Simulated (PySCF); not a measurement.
## Ionisation energy of Ti⁺ by level of theory

Ti⁺ [Ar] 3d2 4s1 (4F) → Ti²⁺ [Ar] 3d2 (3F), as a difference of total energies. Calculation: PySCF 2.14, in x2c-TZVPPall with one added diffuse shell each of s, p, d, f type (7s6p5d3f1g, 80 functions); the spin-free X2C one-electron Hamiltonian (Gaussian nucleus). Correlated levels: valence and next inner shell: [Ne] frozen. The calculations carry no spin-orbit coupling.

```tsv
method	ionisation energy (eV)	difference from reference (eV)
UHF	12.941	-0.634
MP2 (valence and next inner shell)	13.547	-0.028
SCS-MP2 (valence and next inner shell)	13.379	-0.196
CCSD (valence and next inner shell)	13.531	-0.044
CCSD(T) (valence and next inner shell)	13.567	-0.008
```

Reference: 13.575 eV (measured; NIST Atomic Spectra Database, ionization energies).

The reference lies between the lowest fine-structure levels, while these numbers refer to the centres of the terms.

Errors of the correlated levels include the incompleteness of this basis and the frozen core.
